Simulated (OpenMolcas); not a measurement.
Ni2+ (d8) in a complex was computed by SS-CASPT2, IPEA 0.25 Eh, imaginary shift 0.1 Eh with the d shell active (OpenMolcas, ANO-RCC-VTZP on the metal). Its lowest spin-free states, and all those of the highest spin:

```tsv
2S+1	Degeneracy	E (cm-1)
3	2	0
3	1	1200
3	1	2960
3	2	6600
1	1	11390
1	2	12050
1	1	12170
3	1	12740
1	1	14180
3	2	18030
1	1	19710
3	1	20450
```

Is the site octahedral, tetrahedral or cube-like, axial, or of lower symmetry?

The states with 2S+1 = 3 have orbital degeneracies 2, 1, 1, 2, 1, 2, 1. There are pairs but no triples, so the site is axial: not cubic, but with a proper or improper axis of order three or more. The run had Ni2+ with 4 ligands (water) in tetrahedral coordination (D2d) at 1.79 Å. Ligand basis ANO-RCC-VDZP.

Over all roots computed the reference weight is 0.75 to 0.76; a low but even weight reflects the number of correlated electrons. An orbital doublet at a regular site is open to a Jahn-Teller distortion, which this geometry leaves out. A single d shell leaves out the double-shell effect, which counts most for late 3d ions, where the CASPT2 field can be off either way by tens of per cent. Ligand-to-metal charge-transfer states are missing. For late 3d ions with one d shell CASPT2 can put B and the spin-flip bands somewhat low as well as high. With one d shell and no ligand orbital active, 10Dq can be off by tens of per cent for divalent 3d ions, low with halides held by bare charges and at times high in hosts, and the orbital part of g and χT goes as 1/10Dq. Free-ion shares, where given, are those of the reference states; single-state CASPT2 does not remix them. The distance lies 6 % under the 1.91 Å that this model takes as the normal distance (a Shannon-type radius plus a fixed donor radius); by an R⁻⁵ law this alone changes a d-shell field by about +38 %. No measured value stands beside these numbers; the geometry is a model, was not optimised and need not be the one that this ion takes.
